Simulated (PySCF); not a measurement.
Compound: GeH2Me(NHEt), C₃H₁₁GeN.
Bonds: Ge1–C4, Ge1–N8, N8–C9, C9–C10. Hydrogens: H2, H3 on Ge1; H5, H6, H7 on C4; H11 on N8; H12, H13 on C9; H14, H15, H16 on C10.

Lines to be assigned: C 1s: 290.20 (area 1), 290.39 (area 1), 291.27 (area 1) eV; N 1s: 403.89 eV.

Level of theory: delta-SCF UKS SCAN, pcX-2 on the ionised atom, pcseg-1 elsewhere, spin-free X2C (PySCF 2.14.0). The structure is a single PBE0-D3(BJ)/def2-SVP conformer in the gas phase; no vibrational or solvent corrections.

Task: Assign the C 1s lines to atoms.

Result: 290.20 eV: C4 (carbon bonded to Ge and 3 H); 290.39 eV: C10 (carbon bonded to C and 3 H); 291.27 eV: C9 (carbon bonded to C, N and 2 H). The listed C 1s values span 1.07 eV, from C4 (bonded to 3 H and Ge) to C9 (bonded to N, C and 2 H). The widest gap between neighbouring values is 0.88 eV, between 290.39 and 291.27 eV.

Bonded neighbours of each site: C4: 3 H and Ge; N8: C, H and Ge; C9: N, C and 2 H; C10: C and 3 H.

Task: Give the binding energy of C 1s of C10 in hartree and in kJ/mol.

Result: 290.39 eV = 10.6716 Eh = 28018 kJ/mol.

No level of germanium is listed.
